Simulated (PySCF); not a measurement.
# Computed records: CH5BGeSi

Computed with PySCF 2.14.0. Calculation on a computer-drawn molecule: the log of a Hartree-Fock and frozen-core CCSD(T) single point meant for a local Hartree-Fock minimum, with one planted fault or none, to be diagnosed. Offsets are logged minus clean, where the clean run is the same molecule without the fault. The reference is restricted for singlets and unrestricted otherwise, and also for a bond in bohr or an excited solution. Adding or removing an electron swaps singlet and doublet. The excited solution moves the top pair (singlet) or top alpha electron (doublet) to the lowest empty orbital. Highest occupied and lowest empty are orbital energies over both spins, largest force is the largest gradient component, triples share is (T) over the correlation energy, the T1 limit is 0.02 restricted and 0.045 unrestricted, electrons count all cores, a negative frequency is imaginary (commonest isotopes), and the dipole is about the centre of nuclear charge; on germanium a core potential holds 10 electrons, which the energies leave out, and 3d is frozen in MP2 and coupled-cluster steps.

```xyz
9
formula=CH5BGeSi meant_charge=0 meant_multiplicity=1 meant_basis=cc-pV(D+d)Z meant_basis_and_core_potential_on_germanium=cc-pVDZ-PP_ECP10MDF logged_electrons=63 logged_basis_functions=99 logged_SCF_converged=yes logged_spin_squared=0.7622 logged_highest_occupied=-1.912 logged_lowest_empty=6.0149 logged_largest_force=0.012593 logged_T1_diagnostic=0.021015 logged_D1_diagnostic=0.077287 logged_triples_share=0.036135 logged_CC_converged=yes logged_dipole_magnitude=1.6551 logged_SCF_stable_within_its_kind=yes logged_energy_HF=-647.72284 logged_energy_CCSD(T)=-648.19398 possible_faults=no_fault,one_electron_removed,one_electron_added,multiplicity_raised_by_two,geometry_at_a_saddle_point,SCF_held_on_an_excited_solution,minimal_basis_STO-3G,one_bond_length_entered_in_bohr,all_coordinates_scaled
C      0.3773    -3.6723    -0.9748
B     -0.4000    -2.6684    -0.4132
Si    -1.3838    -1.1441     0.4258
Ge     0.2211     0.7496     0.6590
H      0.1104    -4.7224    -0.9046
H      1.2887    -3.4558    -1.5245
H     -1.9153    -1.5722     1.7429
H     -2.5281    -0.6994    -0.4120
H      0.6470     0.6279    -0.8619
```

Units: logged_highest_occupied, logged_lowest_empty in eV; logged_largest_force in hartree/bohr; logged_dipole_magnitude in debye; logged_energy_HF, logged_energy_CCSD(T) in hartree.

Drawn bonds:
| atom | other atom | order |
| --- | --- | --- |
| 1 | 2 | 2 |
| 2 | 3 | 1 |
| 3 | 4 | 1 |
| 1 | 5 | 1 |
| 1 | 6 | 1 |
| 3 | 7 | 1 |
| 3 | 8 | 1 |
| 4 | 9 | 1 |

Questions
1. Which fault was planted in the run of CH5BGeSi?

Calculated values
1. one electron added

Further results for CH5BGeSi:

```
HF energy offset from clean run      : -23.98 kcal/mol
CCSD(T) energy offset from clean run : -31.57 kcal/mol
```
